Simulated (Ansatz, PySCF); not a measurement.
Gas-phase reaction in SMILES: [SiH3]P → [SiH3][PH] + H atom (the H-P bond at the site shown breaks; other sites are not compared here)
Geometries: B3LYP-D3(BJ)/def2-TZVP minima from Ansatz (a program for electronic structure).
Geometry of the first species:
```xyz
7

Si    -1.0725     0.0867     0.2119
P      1.1233    -0.0680    -0.3324
H     -1.8171    -0.8926    -0.6134
H     -1.5318     1.4532    -0.1291
H     -1.3565    -0.1741     1.6427
H      1.3129    -1.2974     0.3513
H      1.5580     0.7172     0.7672
```

Quantity: bond dissociation energy (enthalpy at 298 K, with B3LYP-D3(BJ) rigid-rotor harmonic-oscillator terms from PySCF), in eV. Valence correlation only, unless marked. Open shells are spin-unrestricted. Spin-orbit coupling is left out. Non-relativistic. Basis-set limits of correlation are two-point, X^-3; Hartree-Fock from the larger set. [CCSD(T)-MP2]/basis is that difference in the basis named.

RI-MP2/CBS(aug-cc-pV(T+d)Z,aug-cc-pV(Q+d)Z)+[CCSD(T)-MP2]/aug-cc-pV(T+d)Z (Ansatz) gives 3.57 eV.

Q: Another calculation gave 3.38 eV. Which level was it?
(A) HF/def2-TZVPD (PySCF)
(B) MN15/def2-TZVPD (PySCF)
(C) SVWN5/def2-TZVPD (Ansatz)
(D) r2SCAN0/def2-TZVPD (Ansatz)

A: D, r2SCAN0/def2-TZVPD (Ansatz). The others give 3.54 (MN15), 2.51 (HF), 3.87 (SVWN5) eV.
